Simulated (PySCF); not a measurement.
# C₆ coefficients of unlike pairs at PBE

Calculated with PySCF 2.14 from the dipole response of each species, C₆(A,B) = (3/π) ∫ α_A(iu) α_B(iu) du, in atomic units, from isotropic polarisabilities. For ions this is the dispersion term alone; charge-induced terms of lower order in 1/R come first.

```csv
species,configuration,basis,relativity,α (bohr³),C₆ (like pair)
S⁺,[Ne] 3s2 3p3 (4S),"aug-cc-pCVTZ-DK with one added diffuse shell each of s, p, d, f type (9s8p6d4f)",spin-free X2C,10.99,54.26
I,[Kr] 4d10 5s2 5p5 (2P),aug-cc-pV5Z-PP with ECP28MDF (8s8p6d4f3g2h),core potential,34.63,377.1
Al,[Ne] 3s2 3p1 (2P),"aug-cc-pV(Q+d)Z with one added diffuse shell each of s, p, d, f, g type (8s7p6d4f3g)",none,65.83,583.5
Sn²⁺,[Kr] 4d10 5s2 (1S),aug-cc-pwCVTZ-DK3 (10s9p7d4f1g),spin-free X2C,14.85,83.67
```

Task: Estimate C₆ for Sn²⁺ with Al.

Result: The integral gives 195.5. The combination rule 2 C_A C_B / (C_A α_B/α_A + C_B α_A/α_B) gives 194.3 and the geometric mean 221.0.

No spin-orbit coupling is included.

The other pairs:

| pair | C₆ |
| --- | --- |
| Sn²⁺, S⁺ | 66.89 |
| Al, I | 435.4 |
| Al, S⁺ | 154.6 |
| Sn²⁺, I | 175.8 |
| I, S⁺ | 141.6 |
